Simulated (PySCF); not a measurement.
Gas-phase reaction: 2 GaOH + CH3C(CH3)2CH3 ⇌ Ga2O + C3H8 + C2H5OH

Computed with PySCF (xtb for GFN2) and rigid-rotor harmonic-oscillator thermochemistry at 1 bar. S°(298 K) at PBE0/def2-TZVP differs from the NASA 1993 table for C2H5OH (-11 J/mol/K); whether the harmonic model or the table's entry is off was not settled. † marks an energy on the PBE0/def2-TZVP geometry and frequencies; other levels use their own. MP2 freezes the core. All species are closed-shell singlets. Ga: all electrons, no relativistic terms. No R ln 2 is added for the mirror-image form of C2H5OH. GaOH: computed as isolated molecules; such fragments, hydroxides, amides, oligomers or adducts are transient or little studied in the gas. MP2 isn't extrapolated to the basis-set limit; its ΔH°(298 K) is 19.9 kJ in def2-SVP and 38.3 kJ in def2-TZVPP. The harmonic model lacks anharmonicity and excited electronic states, which grow with temperature; levels with a mode under 35 cm⁻¹ are left out. Internal rotation in CH3C(CH3)2CH3, C3H8, C2H5OH is treated as a harmonic vibration of one conformer, which makes the entropy rough. Soft modes under 120 cm⁻¹ make the harmonic entropy rough for Ga2O. Warning, point group unlike the PBE0 one: GaOH (GFN2-xTB).

```json
[
 {"level": "BLYP/def2-TZVP†", "ΔE electronic, kJ": "-8", "ΔH°(298 K), kJ": "4", "ΔS°(298 K), J/K": "25", "ΔG°(1600 K), kJ": "-24"},
 {"level": "GFN2-xTB", "ΔE electronic, kJ": "120", "ΔH°(298 K), kJ": "123", "ΔS°(298 K), J/K": "44", "ΔG°(1600 K), kJ": "69"},
 {"level": "HF/def2-TZVP†", "ΔE electronic, kJ": "-8", "ΔH°(298 K), kJ": "3", "ΔS°(298 K), J/K": "25", "ΔG°(1600 K), kJ": "-24"},
 {"level": "M06-2X/def2-TZVP†", "ΔE electronic, kJ": "16", "ΔH°(298 K), kJ": "27", "ΔS°(298 K), J/K": "25", "ΔG°(1600 K), kJ": "0"},
 {"level": "MP2/def2-SVP†", "ΔE electronic, kJ": "8", "ΔH°(298 K), kJ": "20", "ΔS°(298 K), J/K": "25", "ΔG°(1600 K), kJ": "-8"},
 {"level": "MP2/def2-TZVPP†", "ΔE electronic, kJ": "27", "ΔH°(298 K), kJ": "38", "ΔS°(298 K), J/K": "25", "ΔG°(1600 K), kJ": "11"},
 {"level": "PBE0/def2-SVP†", "ΔE electronic, kJ": "-5", "ΔH°(298 K), kJ": "6", "ΔS°(298 K), J/K": "25", "ΔG°(1600 K), kJ": "-21"},
 {"level": "LDA/def2-TZVP†", "ΔE electronic, kJ": "22", "ΔH°(298 K), kJ": "34", "ΔS°(298 K), J/K": "25", "ΔG°(1600 K), kJ": "6"},
 {"level": "ωB97M-V/def2-TZVP†", "ΔE electronic, kJ": "19", "ΔH°(298 K), kJ": "31", "ΔS°(298 K), J/K": "25", "ΔG°(1600 K), kJ": "3"}
]
```
ΔH° is lowest at HF/def2-TZVP† and highest at GFN2-xTB. No reference value is set beside these.
